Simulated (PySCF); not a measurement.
# Vibration and rotation of BBr

RHF-CCSD(T) constants of BBr, ¹Σ⁺ (singlet), closed shell (PySCF, no relativity, basis sets B def2-TZVPP, Br def2-TZVPP; masses 11.0093 and 78.9183 u):

| Quantity | Value |
| --- | --- |
| ωe | 690.8 cm⁻¹ |
| ωexe | 3.71 cm⁻¹ |
| Be | 0.48478 cm⁻¹ |
| αe | 0.00409 cm⁻¹ |
| D (centrifugal) | 9.55e-07 cm⁻¹ |
| De to B + Br | 4.46 eV |

Task: Give the vibrational terms G(v) and spacings up to v = 6.

Result: G(v) = ωe(v+½) − ωexe(v+½)².

| v | G(v) (cm⁻¹) | G(v) − G(v−1) | Bv (cm⁻¹) |
| --- | --- | --- | --- |
| 0 | 344.5 |  | 0.4827 |
| 1 | 1027.9 | 683.4 | 0.4786 |
| 2 | 1703.8 | 676.0 | 0.4746 |
| 3 | 2372.4 | 668.5 | 0.4705 |
| 4 | 3033.5 | 661.1 | 0.4664 |
| 5 | 3687.2 | 653.7 | 0.4623 |
| 6 | 4333.5 | 646.3 | 0.4582 |

Task: How well does the Morse estimate ωe²/(4ωexe) reproduce De, and what is D0?

Result: It gives 3.99 eV, 89 % of the computed De. D0 = De − G(0) = 4.46 − 0.04 = 4.42 eV.

Correlated steps freeze 10 core orbitals. Where the molecule has an RHF reference, its open-shell atoms are computed with UHF.
